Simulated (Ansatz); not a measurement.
Correlation energies of C$_{2}$H$_{6}$ClNSi, SMILES `C=N[SiH](C)Cl` by basis set

```xyz
11

C     1.7505   -0.4880   -1.2644
N     1.2312   -0.3954   -0.1240
Si   -0.0499    0.6515    0.3710
C    -1.4634   -0.3643    1.0004
Cl   -0.7182    1.8378   -1.1946
H     2.5613   -1.2034   -1.4438
H     1.4416    0.1181   -2.1286
H     0.5017    1.5673    1.3938
H    -2.2695    0.2794    1.3582
H    -1.1277   -0.9988    1.8241
H    -1.8575   -1.0041    0.2079
```

The species carries charge 0 and has multiplicity 1. The structure was optimised at the PBE0-D4/def2-TZVP level. It is one conformer, not always the lowest. Frozen core, restricted reference, Ansatz 0.2.0. CBS rows extrapolate triple and quadruple zeta; past MP2 they add the triple-zeta difference.

```
     basis     HF (Eh)  MP2 corr.
def2-TZVPP  -882.25963   -0.84398
def2-QZVPP  -882.28782   -0.90880
```

(1) Estimate the CCSD correlation energy and the (T) correction in each basis where they were run (hartree).

## Answers

(1) 
```csv
basis,CCSD corr.,(T)
def2-TZVPP,-0.89526,-0.03861
CBS(def2),-1.00809,as TZ
```
